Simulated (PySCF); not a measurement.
C₅H₉BO₂.
Numbering: `[CH:1]#[C:2][C@@H:3]([CH2:4][CH3:5])[B:6]([OH:7])[OH:8]` (hydrogens: H9 on C1; H10 on C3; H11, H12 on C4; H13, H14, H15 on C5; H16 on O7; H17 on O8)

Level: PBE0/pcSseg-1 and B3LYP/def2-SVPD in PySCF, non-relativistic, on one gas-phase PBE0-D3(BJ)/def2-SVP geometry that isn't relaxed in the solvent. The solvent is an IEF-PCM continuum (cavity from Bondi-type radii × 1.2). Specific hydrogen bonds and non-electrostatic terms are outside this model.

Gas phase at PBE0/pcSseg-1: HOMO -7.79 eV, LUMO 0.73 eV, dipole 0.59 D.

Q: What does the continuum do to the energy, the frontier levels and the dipole at PBE0/pcSseg-1 in benzene and chloroform?

A: 
```
   solvent      ε  E(solvent) − E(gas) (kJ/mol)  polarisation term (kJ/mol)  distortion of the solute (kJ/mol)  HOMO (eV)  LUMO (eV)  dipole (D)
   benzene  2.271                        -12.39                      -12.75                               0.36      -7.77       0.78        0.64
chloroform  4.711                        -19.72                      -20.66                               0.94      -7.77       0.79        0.69
```

Polarisation term: ½ Σ q·V over the induced surface charges. Distortion: the rise of the solute's own energy as its density leaves the gas-phase optimum. From benzene to chloroform the lowering changes by a factor 1.59, Onsager's factor (ε − 1)/(2ε + 1) by 1.55 and ε itself by 2.1.

Q: Which Hirshfeld charges (PBE0/pcSseg-1) respond most in benzene (means over atoms taken as equivalent)?

A: 
| atoms | environment | gas (e) | solvent (e) | change |
| --- | --- | --- | --- | --- |
| H9 | alkyne hydrogen | +0.092 | +0.097 | +0.005 |
| C2 | alkyne carbon | -0.030 | -0.035 | -0.005 |
| O7/O8 | boron-bound oxygen | -0.252 | -0.256 | -0.004 |
| H16/H17 | hydroxyl hydrogen | +0.167 | +0.170 | +0.003 |
| C1 | terminal alkyne carbon | -0.128 | -0.131 | -0.003 |
| H10 | methine hydrogen | +0.054 | +0.056 | +0.002 |
| H12 | methylene hydrogen | +0.036 | +0.037 | +0.001 |
| C3 | sp3 carbon bound to boron | -0.082 | -0.083 | -0.001 |
| C5 | methyl carbon | -0.117 | -0.117 | 0.000 |
| H11 | methylene hydrogen | +0.036 | +0.036 | 0.000 |
| C4 | chain CH2 carbon | -0.056 | -0.056 | 0.000 |
| H13/H14/H15 | methyl hydrogen | +0.037 | +0.037 | 0.000 |

Gas phase at B3LYP/def2-SVPD: HOMO -7.58 eV, LUMO -0.17 eV, dipole 0.47 D.

Q: What does the continuum do to the energy, the frontier levels and the dipole at B3LYP/def2-SVPD in benzene?

A: 
```tsv
solvent	ε	E(solvent) − E(gas) (kJ/mol)	polarisation term (kJ/mol)	distortion of the solute (kJ/mol)	HOMO (eV)	LUMO (eV)	dipole (D)
benzene	2.271	-11.58	-12.01	0.43	-7.53	-0.09	0.53
```

Q: How does the static polarisability (B3LYP/def2-SVPD, frozen core, with the continuum's full static response) change?

A: 
```tsv
medium	isotropic (au)	principal values (au)	⟨r²⟩ of the electrons (bohr²)
gas	80.9	63.0, 77.3, 102.4	1094.4
benzene	91.4	71.7, 86.6, 115.9	1094.2
```

The isotropic value in benzene is 1.13 times the gas-phase one; no cavity-field correction is applied. ⟨r²⟩ is taken about the centre of nuclear charge.

Conformer computed: `[CH:1]#[C:2][C@@H:3]([CH2:4][CH3:5])[B:6]([OH:7])[OH:8]`: C2–C3–C4–C5 -168°, C2–C3–B6–O7 -10°, H–O7–B6–C3 2°, H–O8–B6–C3 179°.
